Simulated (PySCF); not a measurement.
A GIAO shielding run with PySCF 2.14 (density fitting, non-relativistic, gas phase) on `InChI=1S/C4H7F3OSi2/c5-4(6,7)1-3(2-8)10-9/h1-2H,10H2,9H3/b3-1+`:

```
$ OMP_NUM_THREADS=1 python probes_run.py task.json out

{"job": {"kind": "nmr", "xc": "PBE0", "basis": "pcSseg-1"}, "charge": 0, "multiplicity": 1}
O     -0.979336    -0.484118     1.734445
C      0.133994    -0.627385     1.285260
C      0.449775    -0.389235    -0.116716
C      1.547835     0.237135    -0.531332
C      2.565494     0.811752     0.406610
F      2.022783     1.620702     1.336546
F      3.234259    -0.138127     1.092976
F      3.492735     1.534375    -0.234701
Si    -1.030986    -0.850543    -1.227227
Si    -2.809909     0.243484    -0.203351
H      0.952249    -1.014880     1.917787
H      1.756563     0.406862    -1.575728
H     -0.586775    -0.492216    -2.579714
H     -1.057225    -2.318585    -1.183143
H     -2.403374     1.503873     0.415129
H     -3.532361    -0.611905     0.731369
H     -3.762719     0.580840    -1.278119
```

Hardware: 1 thread of an Intel Xeon, shared host. The job also computes population analyses, field gradients.

Problem. How large is the calculation?

Solution. 94 electrons, 219 basis functions and 1184 auxiliary functions.

Problem. How long does it take, and how much memory does it need?

Solution. 2.6 min of wall time, with 15 SCF cycles and 5 response iterations; peak memory 0.95 GiB. Times on a shared host scatter by some tens of per cent.
